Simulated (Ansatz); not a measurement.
This geometry of C3H9B (13 atoms, charge 0, multiplicity 1) is a first-order saddle point.

Theory: RKS PBE-D4/6-31G (Ansatz 0.2.0).

```xyz
13
Properties=species:S:1:pos:R:3
C -0.740 1.603 0.322
B 0.438 0.632 0.697
C 0.943 -0.496 -0.284
C -0.161 -1.579 -0.481
H -0.370 2.649 0.354
H -1.536 1.566 1.094
H -1.199 1.428 -0.667
H 0.944 0.760 1.794
H 1.876 -0.980 0.057
H 1.154 -0.043 -1.277
H -0.398 -2.091 0.469
H 0.165 -2.351 -1.200
H -1.096 -1.133 -0.863
```

(1) Which two structures does it join? (They come from a converged band through this point; their orientation in space is the band's.)

(2) How far does it lie above each of them?

Results:

(1) No bond is made or broken. The dihedral H8–B2–C3–C4 goes from 180 to 2°.

First end point:

```xyz
13
Properties=species:S:1:pos:R:3
C -0.952 1.238 0.812
B 0.523 0.727 0.647
C 0.976 -0.496 -0.234
C -0.105 -1.293 -0.989
H -1.018 2.271 0.408
H -1.209 1.343 1.885
H -1.724 0.624 0.318
H 1.398 1.333 1.237
H 1.568 -1.170 0.427
H 1.745 -0.114 -0.943
H -0.843 -1.727 -0.289
H 0.325 -2.125 -1.575
H -0.662 -0.646 -1.689
```

Last end point:

```xyz
13
Properties=species:S:1:pos:R:3
C 0.687 1.640 1.139
B -0.262 0.588 0.459
C 0.281 -0.592 -0.429
C -0.756 -1.529 -1.077
H 0.535 1.623 2.238
H 0.393 2.666 0.834
H 1.763 1.506 0.932
H -1.458 0.699 0.643
H 0.989 -1.174 0.207
H 0.950 -0.151 -1.203
H -1.383 -2.015 -0.309
H -0.284 -2.328 -1.678
H -1.435 -0.967 -1.742
```

(2) 0.063 eV above the first and 0.049 eV above the second. This is the barrier of this one path; another mechanism may lie lower. Limits of this set-up: no polarisation functions.

Time of the run: 2.7 min on 1 thread of Arm Neoverse V2, with other jobs on the host, peak memory 0.11 GiB.
